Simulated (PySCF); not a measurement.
PySCF job for Al(CF3)(Me)2 (C₃H₆AlF₃), SMILES F[C]([Al]([CH3])[CH3])(F)F, PBE/pcSseg-1. Geometry optimised at ωB97X-D3(BJ)/def2-SVP.

```python
import numpy as np
from pyscf import gto, scf, dft
from pyscf.prop.nmr import rks as nmr

mol = gto.M(
    atom='''
    Al   -0.05450064    0.25346346    0.98054227
    C     0.01063990   -0.28455751   -0.96740815
    F    -1.10461548    0.03659612   -1.66991665
    F     0.21436042   -1.60988486   -1.17210724
    F     1.04403832    0.35523574   -1.58907518
    C    -1.09047046    1.85261908    1.37279773
    H    -0.59514946    2.73545305    0.92915680
    H    -1.21314984    2.04884322    2.44984758
    H    -2.09281634    1.80295637    0.91399691
    C     1.00079038   -0.84572319    2.18990201
    H     0.92922811   -0.53809609    3.24523587
    H     2.06651229   -0.80887825    1.90083282
    H     0.70407552   -1.90685684    2.12202268
    ''',
    basis='pcSseg-1',
    charge=0,
    spin=0,
    max_memory=1600,
    verbose=3,
)
mf = dft.RKS(mol, xc='pbe')
mf.grids.level = 3
mf.conv_tol = 1e-10
mf.max_cycle = 100
mf.kernel()
n = nmr.NMR(mf)
n.verbose = 2
n.max_cycle_cphf = 60
sigma = n.kernel()
print('atom   isotropic/ppm   span/ppm')
for i, s in enumerate(sigma):
    w = np.linalg.eigvalsh((s + s.T) / 2)
    print(f'{mol.atom_symbol(i):2s}{i + 1:3d} {w.mean():14.3f} {w[2] - w[0]:11.3f}')
```

Program output:

```
converged SCF energy = -659.293469690975
atom   isotropic/ppm   span/ppm
Al  1        262.993     266.882
C   2         34.753      11.943
F   3        223.046     213.163
F   4        223.188     213.256
F   5        223.759     216.056
C   6        189.186      17.649
H   7         31.394      10.587
H   8         31.190      10.984
H   9         31.147      11.006
C  10        189.107      16.916
H  11         31.184      10.985
H  12         31.342      10.619
H  13         31.206      10.930
```

The run converged.
